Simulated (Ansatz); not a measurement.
Stepwise reaction of `O[SiH](O)O[SiH2]F` with hydrogen fluoride, as a gas-phase model of exchange steps in deposition or etching. ΔE in kJ/mol.

Gas-phase electronic energies from Ansatz, PBE0-D4/def2-TZVP geometries. CBS: MP2 limit from def2 TZ/QZ plus the TZ coupled-cluster correction, frozen cores. This one scheme is used for every species. Functionals use def2-TZVPP. B3LYP here is the variant with VWN-RPA as its local correlation; programs differ in this. Each species was taken in one conformer, which may not be the lowest.

| step | reaction | PBE-D4 | B3LYP-D4 | ωB97M-V | CCSD(T)/CBS |
| --- | --- | --- | --- | --- | --- |
| 1 | `O[SiH](O)O[SiH2]F` + H–F → `O[SiH](O)O[SiH](F)F` + H₂ | -139.5 | -147.6 | -148.1 | -144.1 |

Task: Give the row of step 2, `O[SiH](O)O[SiH](F)F` + H–F → `O[SiH](O)O[Si](F)(F)F` + H₂. (An estimate is asked.)

Result: Ansatz gave: 
```json
{"step": "2", "reaction": "`O[SiH](O)O[SiH](F)F` + H–F → `O[SiH](O)O[Si](F)(F)F` + H₂", "PBE-D4": "-120.4", "B3LYP-D4": "-130.0", "ωB97M-V": "-130.6", "CCSD(T)/CBS": "-128.9"}
```

Task: By hand: ΔE of the 2 steps together at CCSD(T)/CBS.

Result: (-144.1) + (-128.9) = -273.0 kJ/mol, or -136.5 kJ/mol a step.

In ΔE each step is higher than the one before. All are downhill at CCSD(T)/CBS. PBE-D4 differs from CCSD(T)/CBS by 4.6 to 8.5 kJ/mol a step. Isolated molecules leave out the surface, adducts and barriers. Largest T1 diagnostic: 0.012.
